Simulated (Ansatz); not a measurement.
`CSB(F)F` + `N=C=O` → `O=C=NB(F)F` + CH₃SH at 500 K and 1 bar (ligand exchange at a B–S bond).

Calculated with Ansatz (gas phase, PBE0-D4/def2-TZVP geometries, no zero-point term in ΔE). CCSD(T)/CBS is the MP2 limit (def2-TZVPP, def2-QZVPP) plus CCSD(T) − MP2 in def2-TZVPP, frozen cores. This one scheme is used for every species. One conformer a species, not always the lowest.

| species | CCSD(T)/CBS energy (Eh) | H − E (kJ/mol) | S (J/(mol·K)) |
| --- | --- | --- | --- |
| `CSB(F)F` | -662.16308 | 167.4 | 382.8 |
| `N=C=O` | -168.51995 | 77.7 | 264.2 |
| `O=C=NB(F)F` | -392.46591 | 97.3 | 366.1 |
| CH₃SH | -438.22835 | 145.1 | 283.7 |

H − E and S are ideal-gas, rigid-rotor, harmonic terms from PBE0-D4/def2-TZVP, for one conformer and one mirror image of each species. 1 Eh = 2625.50 kJ/mol, R = 8.31446 J/(mol·K).

Q: By hand: ΔE, ΔH, ΔS and ΔG.

A: ΔE = (-392.46591) + (-438.22835) − (-662.16308) − (-168.51995) = -0.01123 Eh = -29.5 kJ/mol. Δ(H − E) = 97.3 + 145.1 − 167.4 − 77.7 = -2.7, so ΔH = -32.2 kJ/mol. ΔS = 366.1 + 283.7 − 382.8 − 264.2 = 2.8 J/(mol·K). ΔG = -32.2 − 500 × (2.8)/1000 = -33.6 kJ/mol.

Q: By hand: the equilibrium constant, and the temperature at which ΔG would vanish if ΔH and ΔS stayed fixed.

A: log₁₀ K = −ΔG/(RT ln 10) = 3.5. ΔH and −TΔS have one sign here, so there is no such temperature. One of them is within its doubt of zero, so this could turn.

The number of gas molecules stays the same, so ΔS is small and ΔH decides. A doubt of 5 kJ/mol in ΔE shifts log₁₀ K by 0.5 here. Other conformers and mirror images would add mixing entropy, several J/(mol·K) or more a flexible species. These are equilibria of isolated gas molecules and say nothing of rates. Largest T1 diagnostic: 0.018 (customary marks: 0.02 for closed shells, 0.045 for open ones).
